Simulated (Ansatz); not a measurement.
## Worked example: the barrier

An elementary step of Si4H11ClO, closed shell (Si₄H₁₀O ([OH][Si]([SiH3])([SiH3])[SiH3]) + HCl → Si₃H₇ClO ([OH][Si]([SiH3])([SiH3])[Cl]) + SiH₄; bonds formed: Si1–Cl7, Si2–H6; bonds broken: Si1–Si2, H6–Cl7). “Start” is the structure reached by relaxing down from the saddle towards the reactants; PBE0-D4/def2-TZVP structures. The saddle:

| atom | x (Å) | y (Å) | z (Å) |
| --- | --- | --- | --- |
| Si1 | -0.4104 | -0.2117 | -0.2236 |
| Si2 | 2.1412 | -0.7108 | -0.0435 |
| Si3 | -0.7924 | 1.4512 | -1.8118 |
| Si4 | -1.4184 | -0.3380 | 1.8778 |
| O5 | -0.4558 | -1.6743 | -1.0187 |
| H6 | 1.0595 | 0.5463 | 0.4164 |
| Cl7 | 0.4540 | 2.0645 | 1.0644 |
| H8 | 1.9645 | -2.0091 | 0.6484 |
| H9 | 3.2303 | 0.0709 | 0.5921 |
| H10 | 2.3676 | -0.8737 | -1.4962 |
| H11 | -1.7455 | 2.4353 | -1.2485 |
| H12 | 0.4987 | 2.0868 | -2.1702 |
| H13 | -1.3822 | 0.8289 | -3.0307 |
| H14 | -0.3794 | -0.3954 | 2.9341 |
| H15 | -2.2039 | -1.6105 | 1.9337 |
| H16 | -2.3418 | 0.8050 | 2.0656 |
| H17 | -0.5860 | -2.4653 | -0.4893 |

Computed with Ansatz 0.2.0 (basis: def2-TZVPP and def2-QZVPP); correlated methods freeze the cores.

Energies in eV:

| quantity | saddle | start |
| --- | --- | --- |
| Hartree–Fock, triple zeta (X = 3) | -46165.55461 | -46167.31103 |
| Hartree–Fock, quadruple zeta (X = 4) | -46166.98357 | -46168.73228 |
| MP2 correlation, X = 3 | -26.76976 | -26.12084 |
| MP2 correlation, X = 4 | -28.95096 | -28.24940 |
| CCSD(T) correlation, X = 3 | -30.49092 | -29.97095 |

**Question.** Work out the barrier at the basis limit: extrapolate Hartree–Fock as E(X) = E∞ + A exp(−7.88 √X) and the MP2 correlation as E(X) = E∞ + B X^−2.97 (the exponents that Neese and Valeev fitted for def2-TZVPP and QZVPP), then add CCSD(T) − MP2 in triple zeta.

**Answer.** Each step is linear, so take the differences first (saddle − start): Hartree–Fock 1.75642 (X = 3) and 1.74871 (X = 4); MP2 correlation -0.64892 and -0.70156; CCSD(T) correlation -0.51997.
Two points give E∞ = E(4) + w [E(4) − E(3)], with w = 1/(exp(7.88 (2 − √3)) − 1) = 0.1377 for Hartree–Fock and w = 1/((4/3)^2.97 − 1) = 0.7407 for the correlation.
Hartree–Fock: 1.74871 + 0.1377 × (-0.00771) = 1.7476 eV.
MP2 correlation: -0.70156 + 0.7407 × (-0.05264) = -0.7406 eV.
CCSD(T) − MP2: -0.51997 − (-0.64892) = 0.1290 eV.
Sum: 1.7476 + (-0.7406) + 0.1290 = 1.1360 eV, or 26.20 kcal/mol. Plain CCSD(T) in triple zeta gives 1.2365 eV, so the larger basis shifts the result by -0.1005 eV.

The T1 diagnostic stays at or below 0.015.

Labels in which every atom is bracketed show which atoms are joined, not bond orders.

For scale, one of the runs: CCSD(T)/def2-TZVPP, 395 basis functions, launched by `ansatz run in.yaml --threads 4 --pin off --events-out ev --progress --plain --max-ram 66560MiB --backend cuda --devices 0, --max-vram 37GiB`. Hardware: 4 CPU threads of an AMD EPYC 7R13 and a share of one NVIDIA H100, shared host. Wall time 12 s; peak host memory 0.89 GiB.
